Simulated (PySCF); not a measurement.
Species: C3H2Cl4.
SMILES: `Cl/C=C\C(Cl)(Cl)Cl`

Level: PBE0/def2-SVPD in PySCF, non-relativistic, on one gas-phase PBE0-D3(BJ)/def2-SVP geometry that isn't relaxed in the solvent. The solvent is an IEF-PCM continuum (cavity from Bondi-type radii × 1.2), and excitations are vertical TDDFT with non-equilibrium linear response and a frozen core. Only the electrostatic response of the medium enters.

```json
{"run": "gas", "E − E(gas) (kcal/mol)": "0.00", "HOMO (eV)": "-8.08", "HOMO–LUMO gap (eV)": "6.39", "dipole (D)": "2.17", "lowest singlet (eV)": "5.69", "static polarisability (au)": "92.0"}
{"run": "P", "E − E(gas) (kcal/mol)": "-2.52", "HOMO (eV)": "-7.97", "HOMO–LUMO gap (eV)": "6.39", "dipole (D)": "2.77", "lowest singlet (eV)": "5.63", "static polarisability (au)": "115.9"}
{"run": "Q", "E − E(gas) (kcal/mol)": "-3.05", "HOMO (eV)": "-7.96", "HOMO–LUMO gap (eV)": "6.39", "dipole (D)": "2.91", "lowest singlet (eV)": "5.63", "static polarisability (au)": "121.7"}
```

**Question.** The runs were made in chloroform and dichloromethane. Which run belongs to which solvent?

**Answer.** P = chloroform, Q = dichloromethane. The dielectric constants are 4.711 (chloroform), 8.93 (dichloromethane), and the energy falls further as ε rises. The optical constants n² used for the excitations are 2.09, 2.03 in the same order. In this model the ground state sees the solvent through ε alone.

**Question.** How constant is the ratio of the lowering to (ε − 1)/(2ε + 1)?

**Answer.** 
```
        solvent  (ε − 1)/(2ε + 1)  E − E(gas) (kcal/mol)  ratio (kcal/mol)  polarisation term (kcal/mol)
     chloroform             0.356                  -2.52              -7.1                         -2.84
dichloromethane             0.420                  -3.05              -7.3                         -3.53
```

The ratio changes by +2.6 % in size from chloroform to dichloromethane. The polarisation term is half the interaction of the solute with the induced surface charges.

Shape of the structure used: `[Cl:1]/[CH:2]=[CH:3]\[C:4]([Cl:5])([Cl:6])[Cl:7]`: C2–C3–C4–Cl5 -61°.
